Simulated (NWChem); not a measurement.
System: C$_{3}$H$_{6}$OSi; SMILES C([SiH2]C=C)=O

Here is an NWChem input.

```
start job
memory heap 200 mb stack 900 mb global 1100 mb
geometry units angstroms noautoz
  C      0.561621    -2.421732    -0.304563
  C      0.523635    -1.221236     0.307633
  Si    -0.889171    -0.004123     0.161462
  C     -0.121144     1.745293    -0.232781
  O      0.935980     2.072510     0.278046
  H     -0.269809    -2.784609    -0.933829
  H      1.427218    -3.099809    -0.206222
  H      1.390209    -0.902136     0.916403
  H     -1.613198     0.183970     1.471826
  H     -1.881209    -0.433065    -0.888029
  H     -0.672538     2.467566    -0.920443
end
basis spherical
  * library 6-31+g*
end
dft
  xc bhlyp
  iterations 150
end
tddft
  cis
  nroots 8
  notriplet
end
task tddft energy
```

Parts of the log:

```
             Northwest Computational Chemistry Package (NWChem) 7.3.0
             --------------------------------------------------------

 C1  symmetry detected

                             Geometry "geometry" -> ""
                             -------------------------

 Output coordinates in angstroms (scale by  1.889725989 to convert to a.u.)

  No.       Tag          Charge          X              Y              Z
 ---- ---------------- ---------- -------------- -------------- --------------
    1 C                    6.0000     0.54784947    -2.45248998    -0.27312460
    2 C                    6.0000     0.54064427    -1.22615511     0.28675790
    3 Si                  14.0000    -0.86760179    -0.00411731     0.13770265
    4 C                    6.0000    -0.10152546     1.71958112    -0.36003234
    5 O                    8.0000     0.97563710     2.05939068     0.09798144
    6 H                    1.0000    -0.30828925    -2.83508540    -0.85585824
    7 H                    1.0000     1.41146107    -3.13326823    -0.17599836
    8 H                    1.0000     1.43084755    -0.88849798     0.84969839
    9 H                    1.0000    -1.54265692     0.24732777     1.46349443
   10 H                    1.0000    -1.89983089    -0.46961251    -0.85596696
   11 H                    1.0000    -0.67201291     2.41603706    -1.05866375

 Effective nuclear repulsion energy (a.u.)     197.8838918604

                                 NWChem DFT Module
                                 -----------------

 Summary of "ao basis" -> "ao basis" (spherical)
 ------------------------------------------------------------------------------
       Tag                 Description            Shells   Functions and Types
 ---------------- ------------------------------  ------  ---------------------
 C                          6-31+g*                  8       18   4s3p1d
 Si                         6-31+g*                 10       22   5s4p1d
 O                          6-31+g*                  8       18   4s3p1d
 H                          6-31+g*                  2        2   2s

            General Information
            -------------------
          SCF calculation type: DFT
          Wavefunction type:  closed shell.
          No. of atoms     :    11
          No. of electrons :    46
           Alpha electrons :    23
            Beta electrons :    23
          Charge           :     0
          Spin multiplicity:     1
          Use of symmetry is: off; symmetry adaption is: off
          Maximum number of iterations: 150
          AO basis - number of functions:   106
                     number of shells:    54
          Convergence on energy requested:  1.00D-06
          Convergence on density requested:  1.00D-05
          Convergence on gradient requested:  5.00D-04

              XC Information
              --------------
                        BHLYP Method XC Functional
                     Hartree-Fock (Exact) Exchange  0.500
                        Slater Exchange Functional  0.500 local
                    Becke 1988 Exchange Functional  0.500 non-local
              Lee-Yang-Parr Correlation Functional  1.000

             Grid Information
             ----------------
          Grid used for XC integration:  medium
          Radial quadrature: Mura-Knowles
          Angular quadrature: Lebedev.
          Tag              B.-S. Rad. Rad. Pts. Rad. Cut. Ang. Pts.
          ---              ---------- --------- --------- ---------
          C                   0.70       49          14.0       434
          Si                  1.10       88          13.0       590
          O                   0.60       49          14.0       434
          H                   0.35       45          14.0       434
          Grid pruning is: on
          Number of quadrature shells:   554
          Spatial weights used:  Erf1

      Superposition of Atomic Density Guess
      -------------------------------------

 Sum of atomic energies:        -479.55439001

      Non-variational initial energy
      ------------------------------

 Total energy =    -481.725681
 1-e energy   =   -1050.764596
 2-e energy   =     371.155024
 HOMO         =      -0.270568
 LUMO         =      -0.064753

[...]

                                NWChem TDDFT Module
                                -------------------

            General Information
            -------------------
           No. of orbitals :     212
            Alpha orbitals :     106
             Beta orbitals :     106
        Alpha frozen cores :       0
         Beta frozen cores :       0
     Alpha frozen virtuals :       0
      Beta frozen virtuals :       0
         Spin multiplicity :       1
    Number of AO functions :     106
        Use of symmetry is : off
      Symmetry adaption is : off
         Schwarz screening :  0.10D-07

              XC Information
              --------------
                 BHLYP Method XC Functional
              Hartree-Fock (Exact) Exchange   0.50
                 Slater Exchange Functional   0.50 local
             Becke 1988 Exchange Functional   0.50 non-local
       Lee-Yang-Parr Correlation Functional   1.00

             TDDFT Information
             -----------------
          Calculation type : Tamm-Dancoff TDDFT
         Wavefunction type : Restricted singlets
          No. of electrons :      46
           Alpha electrons :      23
            Beta electrons :      23
              No. of roots :       8
          Max subspacesize :    5600
            Max iterations :     100
               Target root :       1
           Target symmetry : none
      Symmetry restriction : off
                 Algorithm : Optimal
        Davidson threshold :  0.10D-03

    8 smallest eigenvalue differences (eV)
--------------------------------------------------------
  No. Spin  Occ  Vir  Irrep   E(Occ)    E(Vir)   E(Diff)
--------------------------------------------------------
    1    1   23   24 a        -0.308    -0.019     7.876
    2    1   23   25 a        -0.308     0.009     8.642
    3    1   22   24 a        -0.339    -0.019     8.711
    4    1   23   26 a        -0.308     0.024     9.055
    5    1   23   27 a        -0.308     0.027     9.140
    6    1   22   25 a        -0.339     0.009     9.477
    7    1   23   28 a        -0.308     0.041     9.509
    8    1   23   29 a        -0.308     0.049     9.730
--------------------------------------------------------

  Entering Davidson iterations
  Restricted singlet excited states

  Iter   NTrls   NConv    DeltaV     DeltaE      Time
  ----  ------  ------  ---------  ---------  ---------
    1      8       0     0.18E+00   0.10+100       27.9
    2     16       0     0.28E-01   0.24E-01       30.3
    3     24       0     0.27E-01   0.54E-02       30.6
    4     32       0     0.24E-01   0.97E-02       29.8
    5     40       0     0.12E-01   0.17E-02       29.3
    6     48       1     0.55E-02   0.40E-03       28.8
    7     55       2     0.26E-02   0.68E-04       27.5
    8     61       5     0.87E-03   0.11E-04       25.5
    9     64       6     0.29E-03   0.12E-05       20.4
   10     66       7     0.10E-03   0.13E-06       17.6
   11     67       8     0.66E-04   0.15E-07       16.2
  ----  ------  ------  ---------  ---------  ---------
  Convergence criterion met

  Ground state a        -482.460501377721 a.u.

  ----------------------------------------------------------------------------
  Root   1 singlet a              0.125535387 a.u.                3.4160 eV
  ----------------------------------------------------------------------------
     Transition Moments    X  0.06555   Y -0.09558   Z -0.09964
     Dipole Oscillator Strength                    0.0019550402
     Electric Quadrupole                           0.0000000071
     Magnetic Dipole                               0.0000013601
     Total Oscillator Strength                     0.0019564074

     Occ.   17  a   ---  Virt.   24  a        0.07054
     Occ.   18  a   ---  Virt.   24  a        0.05881
     Occ.   22  a   ---  Virt.   24  a        0.30013
     Occ.   22  a   ---  Virt.   27  a        0.05013
     Occ.   23  a   ---  Virt.   24  a       -0.89445
     Occ.   23  a   ---  Virt.   25  a        0.08580
     Occ.   23  a   ---  Virt.   26  a       -0.10118
     Occ.   23  a   ---  Virt.   27  a       -0.11955
     Occ.   23  a   ---  Virt.   28  a        0.10506
     Occ.   23  a   ---  Virt.   30  a       -0.05502
     Occ.   23  a   ---  Virt.   31  a       -0.05393
     Occ.   23  a   ---  Virt.   33  a       -0.05119
     Occ.   23  a   ---  Virt.   34  a       -0.09576
     Occ.   23  a   ---  Virt.   35  a       -0.05733
     Occ.   23  a   ---  Virt.   42  a       -0.05773
  ----------------------------------------------------------------------------
  Root   2 singlet a              0.237143115 a.u.                6.4530 eV
  ----------------------------------------------------------------------------
     Transition Moments    X  0.15254   Y -0.63213   Z  0.04574
     Dipole Oscillator Strength                    0.0671834588
     Electric Quadrupole                           0.0000002099
     Magnetic Dipole                               0.0000005322
     Total Oscillator Strength                     0.0671842010

[...]
```

Level: BHandHLYP/6-31+G* (spherical d), TDA. Structure relaxed at the PBE-D3(BJ)/def2-SVP level.
